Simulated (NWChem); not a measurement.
System: CH$_{3}$ClGeO$_{2}$; SMILES O=[CH][Ge@@H]([OH])[Cl]

NWChem input:

```
start job
memory heap 200 mb stack 900 mb global 1100 mb
geometry units angstroms
  O      1.873263    -1.541497     0.887789
  C      1.574095    -1.019153    -0.142866
  Ge    -0.288855    -0.184307    -0.367780
  O     -1.384865    -0.886302     0.778358
  Cl    -0.166780     1.885949     0.078060
  H      2.285287    -0.948775    -0.980548
  H     -1.036871    -0.375911    -1.674256
  H     -1.074545    -1.046897     1.669255
end
basis spherical
  * library def2-svp
end
dft
  xc pbe0
  iterations 150
end
driver
  maxiter 120
end
task dft optimize
task dft freq
```

The level has its own optimisation; frequencies are unscaled.

Problem. What results follow from this input? (PBE0/def2-SVP.) Quantities: r C–O (Å); r C–Ge (Å); r C–H (Å); r Ge–O (Å); highest harmonic frequency (cm⁻¹); lowest (cm⁻¹); zero-point energy (kcal/mol); dipole (D).

Solution. 
```yaml
r C–O (Å): 1.203
r C–Ge (Å): 2.003
r C–H (Å): 1.121
r Ge–O (Å): 1.760
highest harmonic frequency (cm⁻¹): 3816
lowest (cm⁻¹): 76
zero-point energy (kcal/mol): 26.4
dipole (D): 2.39
```
